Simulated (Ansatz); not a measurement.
The cluster MgSi₃, 4 atoms. Hardware: 4 threads of Arm Neoverse V1 on a shared host.

Task: How many basis functions does each of these Ansatz runs have, and roughly what does it cost? PBE with 10 % exact exchange/def2-TZVP, charge 0 singlet, energy, from earlier orbitals; PBE with 15 % exact exchange/def2-TZVP, charge 0 triplet, energy, from earlier orbitals; CAM-B3LYP-D4/def2-TZVP, charge 0 singlet, energy, from earlier orbitals; PBE0-D4/def2-TZVPD, charge -1 doublet at the geometry of the charge 0 singlet, energy, from earlier orbitals; r2SCAN0-D4/def2-TZVP, charge 0 quintet, energy, from earlier orbitals; PBE0-D4/def2-TZVPD, charge 0 singlet, energy, from earlier orbitals; r2SCAN-D4/def2-TZVP, charge 0 unrestricted singlet, energy, from earlier orbitals; PBE-D4/def2-SVP, charge 0 singlet, energy, from earlier orbitals; PBE with 15 % exact exchange/def2-TZVP, charge 0 singlet, energy, from earlier orbitals; PBE with 35 % exact exchange/def2-TZVP, charge 0 triplet, energy, from earlier orbitals; PBE with 50 % exact exchange/def2-TZVP, charge 0 singlet, energy, from earlier orbitals; PBE with 50 % exact exchange/def2-TZVP, charge 0 quintet, energy, from earlier orbitals.

Result: Other jobs shared the machine, so times can vary by a factor of up to 3. A dash marks memory too small to be measured apart from the calling script's.

| run | functions | fitting or Cholesky vectors | wall time | peak host memory (GiB) |
| --- | --- | --- | --- | --- |
| PBE-D4/def2-SVP, charge 0 singlet, energy, from earlier orbitals | 72 | 767 | 0.7 s | – |
| PBE with 10 % exact exchange/def2-TZVP, charge 0 singlet, energy, from earlier orbitals | 143 | 1044 | 1.5 s | – |
| PBE with 15 % exact exchange/def2-TZVP, charge 0 singlet, energy, from earlier orbitals | 143 | 1044 | 1.5 s | – |
| PBE with 50 % exact exchange/def2-TZVP, charge 0 singlet, energy, from earlier orbitals | 143 | 1157 | 1.8 s | – |
| CAM-B3LYP-D4/def2-TZVP, charge 0 singlet, energy, from earlier orbitals | 143 | 1071 | 2 s | – |
| PBE0-D4/def2-TZVPD, charge 0 singlet, energy, from earlier orbitals | 164 | 1196 | 2.2 s | – |
| PBE with 15 % exact exchange/def2-TZVP, charge 0 triplet, energy, from earlier orbitals | 143 | 1044 | 3.6 s | – |
| PBE0-D4/def2-TZVPD, charge -1 doublet at the geometry of the charge 0 singlet, energy, from earlier orbitals | 164 | 1196 | 5.5 s | 0.55 |
| PBE with 35 % exact exchange/def2-TZVP, charge 0 triplet, energy, from earlier orbitals | 143 | 1129 | 8 s | 0.65 |
| PBE with 50 % exact exchange/def2-TZVP, charge 0 quintet, energy, from earlier orbitals | 143 | 1157 | 8.5 s | 0.65 |
| r2SCAN0-D4/def2-TZVP, charge 0 quintet, energy, from earlier orbitals | 143 | 1092 | 9.5 s | – |
| r2SCAN-D4/def2-TZVP, charge 0 unrestricted singlet, energy, from earlier orbitals | 143 | 1044 | 16 s | – |
